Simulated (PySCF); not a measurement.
Correlation energy of N²⁺ (nitrogen, charge +2)

[He] 2s2 3s1, 2S determinant (an excited configuration). Calculation: PySCF 2.14, in x2c-TZVPPall with one added diffuse shell each of s, p, d type (6s4p3d1f, 40 functions); scalar relativity by spin-free X2C-1e. Frozen: 1s2; 3 electrons correlated.

```
  level  correlation energy (mhartree)
   CCSD                         -93.94
    (T)                          -1.86
CCSD(T)                         -95.80
  CCSDT                         -96.35
```

Diagnostics: T1 = 0.0088, D1 = 0.0206, largest double amplitude 0.142.

Task: Is a single reference adequate?

Result: Mostly. T1 lies below 0.03, but a double amplitude of this size points to a near-degeneracy that CCSD handles and MP2 describes poorly.
